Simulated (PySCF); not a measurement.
**Radial density of In⁺ (indium, charge +1)**

UHF, [Kr] 4d10 5s1 5p1, high-spin 3P determinant (an excited configuration). Computed with PySCF 2.14 in dyall-acv2z (22s16p12d2f, 144 functions), with scalar relativity by spin-free X2C-1e.

| r (bohr) | 4πr²ρ (e/bohr) | 4πr²(ρα − ρβ) |
| --- | --- | --- |
| 0.0206 | 63.55 | 0.0078 |
| 0.0347 | 55.30 | 0.0056 |
| 0.0584 | 63.12 | 0.0197 |
| 0.0983 | 79.85 | 0.0146 |
| 0.165 | 55.38 | -0.0206 |
| 0.278 | 65.66 | 0.0451 |
| 0.468 | 26.83 | 0.0202 |
| 0.786 | 21.98 | 0.0281 |
| 1.32 | 10.20 | 0.1303 |
| 2.23 | 1.832 | 0.9193 |
| 3.74 | 0.3899 | 0.3776 |
| 6.30 | 0.02743 | 0.0274 |
| 10.6 | 2.141e-05 | 0.0000 |

Densities and radii are taken from the X2C orbitals without a picture-change correction, which distorts them close to the nucleus.

Problem. Where is the radial spin density 4πr²(ρα − ρβ) most negative, and why is it negative at all?

Solution. Around r = 0.165 bohr, down to -0.0206 e/bohr: exchange with the open shell polarises the paired shells in an unrestricted calculation.
